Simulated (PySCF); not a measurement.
CH7F2PSi2.
Cartesian coordinates in Å at the PBE0-D3(BJ)/def2-SVP level; atoms count from 1:
```xyz
13
CH7F2PSi2 angstrom
F     -0.7547    1.8216   -0.0286
C     -1.7064    0.9128    0.3337
F     -2.8438    1.2061   -0.3446
Si    -1.1003   -0.8523   -0.1324
P      0.8110   -1.1844    1.0165
Si     2.1154    0.2817   -0.1306
H     -1.9055    1.0547    1.4125
H     -2.1387   -1.8288    0.3090
H     -0.9553   -0.8906   -1.6173
H      1.1955   -2.3197    0.2375
H      2.1090    1.5803    0.5982
H      1.6839    0.4886   -1.5455
H      3.4967   -0.2871   -0.1144
```

Method used: PBE0-D3(BJ)/def2-SVP geometry optimisation, gas phase (PySCF 2.14.0).

Take the most abundant isotopes and a rigid rotor. The values belong to one conformer with, in the numbering `[F:1][CH:2]([F:3])[SiH2:4][PH:5][SiH3:6]`, F1–C2–Si4–P5 60°, C2–Si4–P5–Si6 -70°.

Q: Give the principal moments of inertia and the rotational constants in MHz.

A: Ia = 182.54, Ib = 469.85, Ic = 592.31 u·Å²; 505379 MHz·u·Å²/I gives A = 2769, B = 1076, C = 853.2 MHz.

Q: Classify the top.

A: An asymmetric top; Ray's κ = -0.768.

Q: Is it planar, by Δ = Ic − Ia − Ib?

A: Not planar: Δ = Ic − Ia − Ib = -60.08 u·Å². For a rigid frame Δ = −2 Σ m c², so Σ m c² = 30.04 u·Å² lies off the ab plane: 9.73 from hydrogen and 20.31 from heavier atoms. The atom farthest from that plane is 1.92 Å away.

Q: Give the other two planar moments, Paa and Pbb, and the rms extents of the mass along the axes.

A: Paa = Σ m a² = (Ib + Ic − Ia)/2 = 439.80 and Pbb = Σ m b² = (Ia + Ic − Ib)/2 = 152.50 u·Å². With the mass M = 143.98 u, the rms extents √(P/M) along a, b and c are 1.75, 1.03, 0.46 Å.

Q: Where do the levels up to J = 5 lie, in cm⁻¹?

A: Above 0(0,0):
J = 1: 1(0,1) 0.0643, 1(1,1) 0.1208, 1(1,0) 0.1282
J = 2: 2(0,2) 0.1923, 2(1,2) 0.2421, 2(1,1) 0.2643, 2(2,1) 0.4337, 2(2,0) 0.4344
J = 3: 3(0,3) 0.3827, 3(1,3) 0.4236, 3(1,2) 0.4680, 3(2,2) 0.6268, 3(2,1) 0.6301, 3(3,1) 0.9281, 3(3,0) 0.9281
J = 4: 4(0,4) 0.6335, 4(1,4) 0.6648, 4(1,3) 0.7387, 4(2,3) 0.8836, 4(2,2) 0.8935, 4(3,2) 1.1867, 4(3,1) 1.1869, 4(4,1) 1.6068, 4(4,0) 1.6068
J = 5: 5(0,5) 0.9430, 5(1,5) 0.9654, 5(1,4) 1.0755, 5(2,4) 1.2038, 5(2,3) 1.2259, 5(3,3) 1.5103, 5(3,2) 1.5114, 5(4,2) 1.9300, 5(4,1) 1.9300, 5(5,1) 2.4702, 5(5,0) 2.4702
Those of J = 1 are B + C, A + C and A + B.

Q: Which types of transition are allowed, and where do some lines up to J = 2 fall?

A: The dipole components are |μa| = 0.77 D, |μb| = 1.03 D, |μc| = 0.12 D. Intensities carry the squares of the components, which stand as 0.56 : 1.00 : 0.01 (a : b : c). Some lines, for components of 0.1 D or more:

| type | branch | J(Ka,Kc) | MHz | lower level (cm⁻¹) |
| --- | --- | --- | --- | --- |
| a | Q | 2(1,1) ← 2(1,2) | 667 | 0.242 |
| c | Q | 2(1,2) ← 2(0,2) | 1491 | 0.192 |
| c | Q | 1(1,1) ← 1(0,1) | 1693 | 0.064 |
| b | Q | 1(1,0) ← 1(0,1) | 1915 | 0.064 |
| a | R | 1(0,1) ← 0(0,0) | 1929 | 0.000 |
| b | R | 2(0,2) ← 1(1,1) | 2144 | 0.121 |
| b | Q | 2(1,1) ← 2(0,2) | 2158 | 0.192 |
| b | R | 1(1,1) ← 0(0,0) | 3622 | 0.000 |
| a | R | 2(1,2) ← 1(1,1) | 3635 | 0.121 |
| a | R | 2(0,2) ← 1(0,1) | 3837 | 0.064 |
| c | R | 1(1,0) ← 0(0,0) | 3844 | 0.000 |
| a | R | 2(1,1) ← 1(1,0) | 4080 | 0.128 |
| c | Q | 2(2,1) ← 2(1,1) | 5079 | 0.264 |
| b | Q | 2(2,0) ← 2(1,1) | 5099 | 0.264 |
| b | R | 2(1,2) ← 1(0,1) | 5328 | 0.064 |
| b | Q | 2(2,1) ← 2(1,2) | 5746 | 0.242 |
| c | R | 2(1,1) ← 1(0,1) | 5995 | 0.064 |
| b | R | 2(2,1) ← 1(1,0) | 9159 | 0.128 |
| c | R | 2(2,0) ← 1(1,0) | 9179 | 0.128 |
| c | R | 2(2,1) ← 1(1,1) | 9381 | 0.121 |
| b | R | 2(2,0) ← 1(1,1) | 9402 | 0.121 |

Q: Estimate the classical rotational partition function at 10 K, 50 K and 200 K.

A: Point group C1, symmetry number σ = 1; q = (√π/σ)·√((kT/h)³/(ABC)), k/h = 20836.6 MHz/K: 3340 at 10 K, 37400 at 50 K, 299000 at 200 K.

Stationary, but not proved a minimum. No vibrational averaging or centrifugal distortion is included, and the geometry carries the error of its method. A rigid rotor knows nothing of internal rotation, which can split or shift real lines.

Hardware: Arm Neoverse V2, one thread, shared host. Cost: 75 s wall, 0.55 GiB resident at most. These figures are those of the optimisation.
